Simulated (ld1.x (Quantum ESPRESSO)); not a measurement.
**iron (Fe): excitation energies, all-electron against TM**

| Property | Result |
| --- | --- |
| Element | Fe |
| Generator | ld1.x (Quantum ESPRESSO) 7.5 |
| Type | norm-conserving Troullier–Martins (Kleinman–Bylander form) |
| Functional | PBEsol |
| Relativity | scalar-relativistic |
| Frozen core | [Ar] |
| Valence charge | 8 |
| Reference configuration | 3d6 4s0 4p0 (charge +2) |
| Partial waves | 4s (bound, empty): rc 2.15 bohr; 4p (bound, empty): rc 2.85 bohr; 3d (bound): rc 0.95 bohr |
| Local potential | all-electron potential smoothed inside 2.05 bohr (lloc = -1) |
| Core correction | none |

Energies are relative to the spin-unpolarised reference configuration 3d6 4s0 4p0; without spin polarisation the order of configurations can differ from experiment. The frozen-core shift is the all-electron ΔE with the core orbitals held at their reference shape minus the fully relaxed ΔE.

```csv
valence configuration,charge,ΔE all-electron (eV),error AE − PS (meV),frozen-core shift (meV)
3d6 4s2 4p0,0,-24.861,+138,+6.5
3d5 4s0 4p0,+3,34.187,-250,n/a
3d6.5 4s1.5 4p0,0,-25.592,+155,+22
3d6 4s1 4p1,0,-20.726,+103,+3.1
3d5 4s2 4p0,+1,-10.626,-311,+198
```

Q: What are ΔE and the potential's error for 3d6 4s1 4p0?

A: ΔE = -16.116 eV all-electron; the error (AE − PS) is +63 meV.

Q: What are ΔE and the potential's error for 3d6 4s0 4p2?

A: ΔE = -16.371 eV all-electron; the error (AE − PS) is +75 meV.

Levels in the configuration 3d6.5 4s1.5 4p0:

```
level  all-electron (eV)  pseudo (eV)
   3d             -5.506       -5.542
   4s             -4.754       -4.844
```

ld1.x printed “convergence not achieved” for 5 of the counted tests; their residual had stalled under 1e-8, short of the target of 1e-14.
